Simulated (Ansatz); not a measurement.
`[F][GaH][ZnH]` + `BN(C)C=C` → `C=[CH][GaH][F]` + `B[N](C)[ZnH]`  (redistribution)

Computed with Ansatz on PBE0-D4/def2-TZVP structures; ΔE is electronic, products minus reactants. CCSD(T)/CBS adds triple-zeta CCSD(T) − MP2 to the extrapolated MP2 energy (def2 sets, frozen cores). Functionals use def2-TZVPP. B3LYP here is the variant with VWN-RPA as its local correlation; programs differ in this. For Ga, Zn outer-core shells are correlated without core-valence functions, which leaves a few kJ/mol of doubt a bond. Scalar relativity is left out up to krypton. Each species was taken in one conformer, which may not be the lowest.

```
             level  ΔE (kJ/mol)  difference from CCSD(T)/CBS
            PBE-D4         14.5                         19.8
         r2SCAN-D4          3.2                          8.5
           PBE0-D4         13.9                         19.2
          B3LYP-D4         11.0                         16.3
           ωB97X-V          2.5                          7.8
           ωB97M-V          4.8                         10.1
            B2PLYP         -0.8                          4.5
               PBE         14.3                         19.6
            r2SCAN          2.9                          8.2
              PBE0         13.8                         19.1
             B3LYP         11.3                         16.6
     HF/def2-TZVPP          8.0                         13.3
    MP2/def2-TZVPP        -18.4                        -13.1
SCS-MP2/def2-TZVPP        -15.7                        -10.4
   CCSD/def2-TZVPP         -9.2                         -3.9
CCSD(T)/def2-TZVPP        -11.3                         -6.0
     HF/def2-QZVPP          6.9                         12.2
    MP2/def2-QZVPP        -15.3                        -10.0
SCS-MP2/def2-QZVPP        -13.1                         -7.8
      HF/CBS(def2)          6.8                         12.1
     MP2/CBS(def2)        -12.3                         -7.0
    CCSD/CBS(def2)         -3.2                          2.1
       CCSD(T)/CBS         -5.3                            0
```

Largest T1 diagnostic among the species: 0.016.

In def2-TZVPP, CCSD(T) changes the Hartree–Fock value by −19.4 kJ/mol (the triples alone add −2.1 kJ/mol) and MP2 by −26.4 kJ/mol.
